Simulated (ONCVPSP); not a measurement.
# Pt: one change to an ONCV potential, before and after

```json
{
  "Element": "platinum",
  "Generator": "ONCVPSP 4.0.1",
  "Type": "optimised norm-conserving Vanderbilt (ONCV)",
  "Functional": "PBE",
  "Relativity": "scalar-relativistic",
  "Frozen core": "[Kr] 4d10 4f14",
  "Valence charge": "18",
  "Reference configuration": "5s2 5p6 5d8 (charge +2)",
  "Partial waves": "5s: rc 1.30 bohr, ncon 4, nbas 7, qcut 8.9 1/bohr, 2 projectors, debl 3.5 Ha; 5p: rc 1.90 bohr, ncon 4, nbas 7, qcut 7.4 1/bohr, 2 projectors, debl 2.9 Ha; 5d: rc 1.40 bohr, ncon 4, nbas 7, qcut 7.2 1/bohr, 2 projectors, debl 0.6 Ha",
  "Local potential": "polynomial inside 1.10 bohr (lpopt 5, dvloc0 3 Ha)",
  "Core correction": "none"
}
```

In the s channel the program set the typed energies aside and used -4.512, 0.250 Ha. In the p channel the program set the typed energies aside and used -2.824, 0.050 Ha. In the d channel the program set the typed energies aside and used -0.951, 0.250 Ha.

Change: s: rc 1.48. In the s channel the program set the typed energies aside and used -4.512, 0.050 Ha. In the p channel the program set the typed energies aside and used -2.824, 0.050 Ha. In the d channel the program set the typed energies aside and used -0.951, 0.250 Ha.

Cutoffs: the cutoffs (Ha) at which the residual kinetic energy of the hardest occupied pseudo-wave falls to 1 and 0.1 mHa per electron; they do not see the model core or the augmentation charge, which bear on the density cutoff. Errors are all-electron minus pseudo energies relative to the spin-unpolarised reference configuration.

Question: What does the change do?

Answer: The potential gets softer (33 Ha and 38 Ha → 29 Ha and 33 Ha); the errors of the 4 common tests hardly move; neither file shows a bound ghost. A larger radius leaves more room for a smooth pseudo-wave, so fewer plane waves are needed.

```csv
quantity,base,changed
"cutoff, loose",33 Ha,29 Ha
"cutoff, tight",38 Ha,33 Ha
loose cutoff by channel,"s 33 Ha, p 15 Ha, d 19 Ha","s 29 Ha, p 15 Ha, d 19 Ha"
bound ghosts,none,none
GHOST(+) flags under 300 eV,s at 265.8 eV,s at 238.2 eV
"error for 5s2 5p6 5d9 6s1, meV [ΔE -29.16 eV]",+7.9,+8.1
"error for 5s2 5p6 5d9, meV [ΔE -19.97 eV]",+2.0,+2.0
"error for 5s2 5p6 5d7, meV [ΔE 32.22 eV]",-7.2,-7.3
"error for 5s2 5p6 5d8 6s1, meV [ΔE -17.99 eV]",+6.8,+6.6
p: phases at 1.93 bohr within 0.05 rad from the reference energy up to (Ha; the scan ends near 5),to the end of the scan,to the end of the scan
d: phases at 1.42 bohr within 0.05 rad from the reference energy up to (Ha; the scan ends near 5),to the end of the scan,to the end of the scan
```
